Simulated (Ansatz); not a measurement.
A run on C₃H₇AlF₂O (`CC(C)[O][Al]([F])[F]`) with other settings.

```yaml
crystal:
  periodic: [false, false, false]
  atoms:
    - {symbol: C, position_ang: [-0.381242, -1.327096, 0.797869]}
    - {symbol: C, position_ang: [0.613886, -0.284716, 0.367792]}
    - {symbol: C, position_ang: [1.052655, -0.328388, -1.111612]}
    - {symbol: O, position_ang: [0.148730, 1.025267, 0.787599]}
    - {symbol: Al, position_ang: [-1.050885, 1.975327, 0.188447]}
    - {symbol: F, position_ang: [-2.129216, 1.488985, -0.908480]}
    - {symbol: F, position_ang: [-1.275046, 3.460914, 0.868938]}
    - {symbol: H, position_ang: [-0.042587, -2.356227, 0.584215]}
    - {symbol: H, position_ang: [-0.695198, -1.231400, 1.847918]}
    - {symbol: H, position_ang: [-1.300562, -1.171779, 0.147572]}
    - {symbol: H, position_ang: [1.589822, -0.401905, 0.973787]}
    - {symbol: H, position_ang: [1.790328, 0.462135, -1.323568]}
    - {symbol: H, position_ang: [1.461137, -1.306914, -1.299631]}
    - {symbol: H, position_ang: [0.162774, -0.169787, -1.732203]}
basis:
  gaussian: {orbitals: aug-cc-pVDZ}
total_charge: 1
magnetization: {spin_polarized: true, initial_magnetization: 1}
hamiltonian: {xc: {name: B3LYP5}}
output: {forces: true}
```

```sh
$ ansatz run in.yaml --threads 4 --pin off --events-out ev --progress --plain --max-ram 11315MiB
```

Shortened log:

```
Functional definition: B3LYP5
2026 factors; their error is unknown
mean field evaluation 1: about -17269.5139 eV, gradient 7.9e1 eV
mean field evaluation 2: about -17229.9785 eV, gradient 1.3e2 eV
mean field evaluation 4: about -17292.2677 eV, gradient 1.3e1 eV
mean field evaluation 8: about -17292.9424 eV, gradient 3.6e-1 eV
mean field evaluation 16: about -17292.9923 eV, gradient 2.5e-3 eV
mean field evaluation 32: about -17292.9923 eV, gradient 1.9e-5 eV
mean field -17292.99232447 eV, -635.5057463129 hartree, gradient 9.6e-6 eV, S^2 0.754213; 2 other end points of the search recorded, 0 dependent functions left out
reference -17292.99266770 eV, -635.5057589265 hartree; 32, 31 occupied and 196, 197 virtual orbitals, 2026 factors
Total energy: -17292.99266770 eV, -635.5057589265 hartree
Atom 0 at    -0.381242    -1.327096     0.797869 Å, force    -0.783183    -0.625208    -0.115764 eV/Å
Atom 1 at     0.613886    -0.284716     0.367792 Å, force    -1.401235     2.018541     0.390057 eV/Å
Atom 2 at     1.052655    -0.328388    -1.111612 Å, force     0.552587     1.022628     0.450672 eV/Å
Atom 3 at     0.148730     1.025267     0.787599 Å, force     3.200163    -4.482757    -0.250355 eV/Å
Atom 4 at    -1.050885     1.975327     0.188447 Å, force    -2.247591     3.814121     0.231052 eV/Å
Atom 5 at    -2.129216     1.488985    -0.908480 Å, force    -0.464342    -0.995804    -0.994882 eV/Å
Atom 6 at    -1.275046     3.460914     0.868938 Å, force     0.288279    -0.119477     0.049819 eV/Å
Atom 7 at    -0.042587    -2.356227     0.584215 Å, force     0.217998     0.293999     0.238889 eV/Å
Atom 8 at    -0.695198    -1.231400     1.847918 Å, force     0.023080    -0.106978    -0.061619 eV/Å
Atom 9 at    -1.300562    -1.171779     0.147572 Å, force     0.587962     0.040601     0.519659 eV/Å
Atom 10 at     1.589822    -0.401905     0.973787 Å, force    -0.074038    -0.125110    -0.124020 eV/Å
Atom 11 at     1.790328     0.462135    -1.323568 Å, force    -0.017843    -0.251244    -0.146328 eV/Å
Atom 12 at     1.461137    -1.306914    -1.299631 Å, force     0.397208    -0.546963    -0.161572 eV/Å
Atom 13 at     0.162774    -0.169787    -1.732203 Å, force    -0.279045     0.063652    -0.025608 eV/Å
Dipole moment:     0.980626    -1.301582    -0.024004 e Å
```

It took 34 s on 4 threads of an Arm Neoverse V2 on a shared host, with 1.5 GiB of host memory at the peak.
